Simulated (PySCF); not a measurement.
**Gas-phase XPS of `[BH3-][N+]#CCOC=O`, computed**

C3H6BNO2.
Structure used (PBE0-D3(BJ)/def2-SVP), in Å, numbered top down from 1:
```
atom  x, y, z in Å
B1     2.290   -0.654   -1.719
N2     1.198   -0.461   -0.674
C3     0.378   -0.309    0.120
C4    -0.645   -0.105    1.144
O5    -1.287    1.144    0.995
C6    -2.393    1.150    0.224
O7    -2.850    0.193   -0.319
H8     2.852   -1.698   -1.413
H9     1.719   -0.725   -2.797
H10    3.022    0.320   -1.618
H11   -1.370   -0.932    1.084
H12   -0.160   -0.106    2.131
H13   -2.799    2.180    0.192
```

Computed, not measured: delta-SCF UKS SCAN, pcX-2 on the ionised atom, pcseg-1 elsewhere, spin-free X2C (PySCF). These are vertical core ionisation energies against the vacuum level, from separate self-consistent calculations with and without the core hole.

Give the core binding energies atom by atom.

| atom(s) | environment | level | binding energy (eV) | above the level's lowest (eV) | count |
| --- | --- | --- | --- | --- | --- |
| B1 | four-coordinate boron | B 1s | 194.11 | 0.00 | 1 |
| C3 | triply bonded carbon | C 1s | 293.11 | 0.00 | 1 |
| C4 | sp3 carbon bound to oxygen | C 1s | 294.86 | +1.75 | 1 |
| N2 | nitrogen bonded to B and C | N 1s | 407.24 | 0.00 | 1 |
| O7 | ester carbonyl oxygen | O 1s | 539.18 | 0.00 | 1 |
| O5 | ester single-bonded oxygen | O 1s | 540.83 | +1.65 | 1 |

The listed C 1s values span 1.75 eV, from C3 (bonded to N (triple bond) and C) to C4 (bonded to O, C and 2 H). Summing the Pauling electronegativity differences to the bonded atoms, each weighted by its formal bond order, gives +1.47 for the lowest site and +0.19 for the highest; the largest sum, +1.47, belongs to C3, 1.75 eV below the top. The smallest sum, +0.19, belongs to C4, 1.75 eV above the lowest.

Lowest listed O 1s: O7, bonded to C (double bond). Highest, 1.65 eV above it: O5, bonded to 2 C. Summing the Pauling electronegativity differences to the bonded atoms, each weighted by its formal bond order, gives -1.78 for the lowest site and -1.78 for the highest; the sum is the same at every site.

Which effective nuclear charge Zeff reproduces each element's mean 1s value in the hydrogen-like formula E = 13.606 eV × Zeff²?

B (Z = 5): mean 194.1 eV, Zeff = 3.78, Z − Zeff = 1.22; C (Z = 6): mean 294.0 eV, Zeff = 4.65, Z − Zeff = 1.35; N (Z = 7): mean 407.2 eV, Zeff = 5.47, Z − Zeff = 1.53; O (Z = 8): mean 540.0 eV, Zeff = 6.30, Z − Zeff = 1.70. Means run over the listed sites, weighted by atom count.

The list is incomplete; no value stands for C 1s of C6 (hole states with ⟨S²⟩ of 1 or more are left out). Spin contamination (⟨S²⟩ against 0.75 for a pure doublet) is marked for O 1s of O7 (0.87), which makes this value less certain. Geometry: PBE0-D3(BJ)/def2-SVP, one conformer, isolated molecule.

Time: 93 s; peak memory 0.59 GiB. Hardware: an Arm Neoverse V2 with one thread, no GPU, on a shared host.
